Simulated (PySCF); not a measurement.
Estimate the missing entries of this data sheet.

C6H11FSi2.
Numbering: `[CH:1]#[C:2][SiH2:3][Si@H:4]1[CH2:5][C@H:6]([CH2:7][F:8])[CH2:9]1` (hydrogens: H10 on C1; H11, H12 on Si3; H13 on Si4; H14, H15 on C5; H16 on C6; H17, H18 on C7; H19, H20 on C9)

Conformer (atom-mapped SMILES and torsion angles): `[CH:1]#[C:2][SiH2:3][Si@H:4]1[CH2:5][C@H:6]([CH2:7][F:8])[CH2:9]1`: C2–Si3–Si4–C5 147°, C5–C6–C7–F8 -177°.

```tsv
property	level	value
point group of the GFN2-xTB geometry	GFN2-xTB	?
rotational constants A, B, C of the GFN2-xTB geometry	GFN2-xTB	3.433, 0.428, 0.415 GHz
dipole moment	PBE0/pcSseg-1	?
HOMO energy	PBE0/pcSseg-1	-7.66 eV
LUMO energy	PBE0/pcSseg-1	?
13C chemical shifts (computed TMS as zero) by class	GIAO PBE0/pcSseg-1	106.8 (C1), 90.5 (C7), 83.4 (C2), 37.5 (C6), 12.3 (C5/C9) ppm
1H chemical shifts (computed TMS as zero) by class	GIAO PBE0/pcSseg-1	?
isotropic shieldings of nuclei other than C and H, by class	GIAO PBE0/pcSseg-1	?
```

Electronic properties: PySCF, gas phase, density fitting. NMR classes are plain means over equivalent atoms (diastereotopic ones count apart unless rotation or inversion swaps them), as if these changed places fast; in this geometry the members of some classes differ.

Task: The dipole moment?

Result: 1.61 D.

Task: Give the LUMO energy.

Result: -0.77 eV.

Task: The point group of the GFN2-xTB geometry?

Result: C1.

Task: Give the isotropic shieldings of nuclei other than C and H, by class.

Result: 414 (F8), 382 (Si4), 447 (Si3) ppm.

Task: The 1H chemical shifts (computed TMS as zero) by class?

Result: 5.13 (H13), 4.64 (H17/H18), 4.46 (H11/H12), 2.84 (H16), 1.98 (H10), 1.54 (H14/H19), 1.11 (H15/H20) ppm.

With B = h/(8π²I), that is 505.379 GHz u Å² over I, the principal moments of inertia are 147.2, 1180.1 and 1218.8 u Å² (most abundant isotopes). The dipole equals about 5.4 × 10⁻³⁰ C·m (1 D = 3.33564 × 10⁻³⁰ C·m). The rotational constants make it an asymmetric top with κ = (2B − A − C)/(A − C) = -0.99, nearer the prolate limit (−1).

For the NMR shielding job (PBE0/pcSseg-1), time: 80 s of wall time; peak memory 0.93 GiB. Hardware: one thread of an Arm Neoverse N1 (shared host).

One conformer stands for the species.
